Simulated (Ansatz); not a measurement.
Geometry optimisation of the cluster Al₂O₃.

```yaml
crystal:
  periodic: [false, false, false]
  atoms:
    - {symbol: Al, position_ang: [1.056229, 1.326078, -0.083044]}
    - {symbol: Al, position_ang: [-1.055614, -1.326634, 0.081974]}
    - {symbol: O, position_ang: [2.063194, 2.593482, -0.161640]}
    - {symbol: O, position_ang: [-0.000318, 0.000152, -0.001612]}
    - {symbol: O, position_ang: [-2.063491, -2.593078, 0.164321]}
basis:
  gaussian: {orbitals: def2-SVP}
magnetization: {spin_polarized: true, initial_magnetization: 2}
hamiltonian: {xc: pbe, dispersion: d4}
scf: {lower_state_search: "off"}
output: {orbitals: {seedname: orbitals}}
relax: {f_tol: 0.02, max_steps: 100}
```

```sh
$ ansatz run in.yaml --threads 4 --pin off --events-out ev --progress --plain --max-ram 4787MiB
```

Output, abridged:

```
Functional definition: PBE
mean field -19311.63079582 eV, -709.6893418531 hartree, gradient 1.8e-6 eV, S^2 2.005055; 0 other end points of the search recorded, 0 dependent functions left out
relax step   1: F+E_penalty+E_count = -19311.75655981 eV  Δ(F+E_penalty+E_count) = +0.000e0 eV  max|allowed force component| = 1.833e0 eV/Å  Δτ_max = 0.0000 Å  (53 SCF iters, accepted)
mean field -19311.74098168 eV, -709.6933911087 hartree, gradient 1.5e-6 eV, S^2 2.005474; 0 other end points of the search recorded, 0 dependent functions left out
relax step   2: F+E_penalty+E_count = -19311.86597938 eV  Δ(F+E_penalty+E_count) = -1.094e-1 eV  max|allowed force component| = 9.341e-1 eV/Å  Δτ_max = 0.0378 Å  (23 SCF iters, accepted)
mean field -19311.78620665 eV, -709.6950530955 hartree, gradient 2.6e-6 eV, S^2 2.006011; 0 other end points of the search recorded, 0 dependent functions left out
relax step   3: F+E_penalty+E_count = -19311.91037282 eV  Δ(F+E_penalty+E_count) = -4.439e-2 eV  max|allowed force component| = 9.707e-2 eV/Å  Δτ_max = 0.0428 Å  (22 SCF iters, accepted)
mean field -19311.78680316 eV, -709.6950750171 hartree, gradient 2.0e-6 eV, S^2 2.006079; 0 other end points of the search recorded, 0 dependent functions left out
relax step   4: F+E_penalty+E_count = -19311.91088120 eV  Δ(F+E_penalty+E_count) = -5.084e-4 eV  max|allowed force component| = 6.133e-3 eV/Å  Δτ_max = 0.0046 Å  (22 SCF iters, accepted)
mean field -19311.78680786 eV, -709.6950751894 hartree, gradient 4.8e-6 eV, S^2 2.006082; 0 other end points of the search recorded, 0 dependent functions left out
relax step   5: F+E_penalty+E_count = -19311.91088308 eV  Δ(F+E_penalty+E_count) = -1.883e-6 eV  max|allowed force component| = 1.983e-3 eV/Å  Δτ_max = 0.0002 Å  (11 SCF iters, accepted)
mean field -19311.78681100 eV, -709.6950753048 hartree, gradient 2.2e-6 eV, S^2 2.006084; 0 other end points of the search recorded, 0 dependent functions left out
relax step   6: F+E_penalty+E_count = -19311.91088503 eV  Δ(F+E_penalty+E_count) = -1.942e-6 eV  max|allowed force component| = 3.528e-3 eV/Å  Δτ_max = 0.0004 Å  (104 SCF iters, accepted)
mean field -19311.71935000 eV, -709.6925961590 hartree, gradient 7.2e-6 eV, S^2 2.007934; 0 other end points of the search recorded, 0 dependent functions left out
relax step   7: F+E_penalty+E_count = -19311.84276078 eV  Δ(F+E_penalty+E_count) = +6.812e-2 eV  max|allowed force component| = 1.537e0 eV/Å  Δτ_max = 0.1957 Å  (78 SCF iters, rejected (line search))
mean field -19311.78809650 eV, -709.6951225461 hartree, gradient 2.3e-6 eV, S^2 2.006108; 0 other end points of the search recorded, 0 dependent functions left out
relax step   8: F+E_penalty+E_count = -19311.91218274 eV  Δ(F+E_penalty+E_count) = -1.298e-3 eV  max|allowed force component| = 3.851e-2 eV/Å  Δτ_max = 0.0245 Å  (88 SCF iters, accepted)
mean field -19311.79349960 eV, -709.6953211064 hartree, gradient 3.4e-6 eV, S^2 2.006276; 0 other end points of the search recorded, 0 dependent functions left out
relax step   9: F+E_penalty+E_count = -19311.91754018 eV  Δ(F+E_penalty+E_count) = -5.357e-3 eV  max|allowed force component| = 1.425e-1 eV/Å  Δτ_max = 0.0359 Å  (41 SCF iters, accepted)
mean field -19311.83575586 eV, -709.6968739953 hartree, gradient 7.5e-6 eV, S^2 2.007056; 0 other end points of the search recorded, 0 dependent functions left out
relax step  10: F+E_penalty+E_count = -19311.96011005 eV  Δ(F+E_penalty+E_count) = -4.257e-2 eV  max|allowed force component| = 4.314e-1 eV/Å  Δτ_max = 0.1262 Å  (38 SCF iters, accepted)
mean field -19311.85864773 eV, -709.6977152563 hartree, gradient 3.2e-6 eV, S^2 2.007382; 0 other end points of the search recorded, 0 dependent functions left out
relax step  11: F+E_penalty+E_count = -19311.98327705 eV  Δ(F+E_penalty+E_count) = -2.317e-2 eV  max|allowed force component| = 5.329e-1 eV/Å  Δτ_max = 0.0738 Å  (42 SCF iters, accepted)
mean field -19311.85194404 eV, -709.6974689001 hartree, gradient 3.1e-6 eV, S^2 2.007695; 0 other end points of the search recorded, 0 dependent functions left out
relax step  12: F+E_penalty+E_count = -19311.97759828 eV  Δ(F+E_penalty+E_count) = +5.679e-3 eV  max|allowed force component| = 1.347e0 eV/Å  Δτ_max = 0.1942 Å  (46 SCF iters, rejected (line search))
mean field -19311.90590630 eV, -709.6994519766 hartree, gradient 1.1e-6 eV, S^2 2.007204; 0 other end points of the search recorded, 0 dependent functions left out
relax step  13: F+E_penalty+E_count = -19312.03182924 eV  Δ(F+E_penalty+E_count) = -4.855e-2 eV  max|allowed force component| = 3.023e-1 eV/Å  Δτ_max = 0.0967 Å  (47 SCF iters, accepted)
mean field -19311.95033639 eV, -709.7010847522 hartree, gradient 1.2e-6 eV, S^2 2.006549; 0 other end points of the search recorded, 0 dependent functions left out
relax step  14: F+E_penalty+E_count = -19312.07698075 eV  Δ(F+E_penalty+E_count) = -4.515e-2 eV  max|allowed force component| = 4.873e-1 eV/Å  Δτ_max = 0.0986 Å  (46 SCF iters, accepted)
mean field -19312.05366708 eV, -709.7048820850 hartree, gradient 2.3e-6 eV, S^2 2.005164; 0 other end points of the search recorded, 0 dependent functions left out
relax step  15: F+E_penalty+E_count = -19312.18139982 eV  Δ(F+E_penalty+E_count) = -1.044e-1 eV  max|allowed force component| = 6.400e-1 eV/Å  Δτ_max = 0.1462 Å  (43 SCF iters, accepted)
mean field -19312.11898498 eV, -709.7072824738 hartree, gradient 1.2e-6 eV, S^2 2.004668; 0 other end points of the search recorded, 0 dependent functions left out
relax step  16: F+E_penalty+E_count = -19312.24746223 eV  Δ(F+E_penalty+E_count) = -6.606e-2 eV  max|allowed force component| = 1.129e0 eV/Å  Δτ_max = 0.1955 Å  (45 SCF iters, accepted)
mean field -19312.20795395 eV, -709.7105520231 hartree, gradient 1.5e-6 eV, S^2 2.004561; 0 other end points of the search recorded, 0 dependent functions left out
relax step  17: F+E_penalty+E_count = -19312.33659391 eV  Δ(F+E_penalty+E_count) = -8.913e-2 eV  max|allowed force component| = 4.123e-1 eV/Å  Δτ_max = 0.1091 Å  (37 SCF iters, accepted)
mean field -19312.20216228 eV, -709.7103391830 hartree, gradient 2.9e-6 eV, S^2 2.004279; 0 other end points of the search recorded, 0 dependent functions left out
relax step  18: F+E_penalty+E_count = -19312.33230722 eV  Δ(F+E_penalty+E_count) = +4.287e-3 eV  max|allowed force component| = 1.092e0 eV/Å  Δτ_max = 0.1798 Å  (42 SCF iters, rejected (line search))
mean field -19312.23332162 eV, -709.7114842676 hartree, gradient 2.7e-6 eV, S^2 2.004570; 0 other end points of the search recorded, 0 dependent functions left out
relax step  19: F+E_penalty+E_count = -19312.36221599 eV  Δ(F+E_penalty+E_count) = -2.562e-2 eV  max|allowed force component| = 2.113e-1 eV/Å  Δτ_max = 0.0877 Å  (36 SCF iters, accepted)
mean field -19312.23725242 eV, -709.7116287220 hartree, gradient 1.4e-6 eV, S^2 2.004542; 0 other end points of the search recorded, 0 dependent functions left out
relax step  20: F+E_penalty+E_count = -19312.36653178 eV  Δ(F+E_penalty+E_count) = -4.316e-3 eV  max|allowed force component| = 7.460e-2 eV/Å  Δτ_max = 0.0586 Å  (37 SCF iters, accepted)
mean field -19312.23873176 eV, -709.7116830866 hartree, gradient 4.0e-6 eV, S^2 2.004537; 0 other end points of the search recorded, 0 dependent functions left out
relax step  21: F+E_penalty+E_count = -19312.36814766 eV  Δ(F+E_penalty+E_count) = -1.616e-3 eV  max|allowed force component| = 2.341e-2 eV/Å  Δτ_max = 0.0401 Å  (30 SCF iters, accepted)
mean field -19312.23975104 eV, -709.7117205444 hartree, gradient 1.1e-6 eV, S^2 2.004554; 0 other end points of the search recorded, 0 dependent functions left out
relax step  22: F+E_penalty+E_count = -19312.36944515 eV  Δ(F+E_penalty+E_count) = -1.297e-3 eV  max|allowed force component| = 5.708e-2 eV/Å  Δτ_max = 0.0802 Å  (38 SCF iters, accepted)
mean field -19312.23981456 eV, -709.7117228789 hartree, gradient 2.1e-6 eV, S^2 2.004526; 0 other end points of the search recorded, 0 dependent functions left out
relax step  23: F+E_penalty+E_count = -19312.36967404 eV  Δ(F+E_penalty+E_count) = -2.289e-4 eV  max|allowed force component| = 1.355e-2 eV/Å  Δτ_max = 0.0225 Å  (30 SCF iters, accepted)
Total energy: -19312.36971453 eV, -709.7164966148 hartree
Atom 0 at     0.978953     1.204476    -0.059723 Å, force     0.005568     0.009506     0.009898 eV/Å
Atom 1 at    -1.492261    -1.131716    -0.457612 Å, force    -0.008698    -0.001336    -0.004668 eV/Å
Atom 2 at     2.151266     2.328025     0.113887 Å, force    -0.012065    -0.013266    -0.005722 eV/Å
Atom 3 at    -0.247593     0.070249    -0.265338 Å, force     0.013551     0.008468    -0.003399 eV/Å
Atom 4 at    -1.390365    -2.471035     0.668784 Å, force     0.001644    -0.003373     0.003891 eV/Å
Dipole moment:    -0.479723    -0.129418    -0.330098 e Å
Checks for a lower state left out: stability, starts, cluster_reference, orbital_swaps, neighbouring_geometries, increment
```

Run time 29 s (4 threads of Arm Neoverse V1 on a shared host).

The gap within one spin of the charge 0 triplet nearly closes, so an electron or hole may be smeared out by delocalisation error. The relaxation made no stability test and no search for a lower SCF solution. At PBE-D4/def2-SVP a singlet of charge 0 lies 1.73 eV below the triplet, each at its own geometry. The structure comes from a short search, and lower isomers may exist.
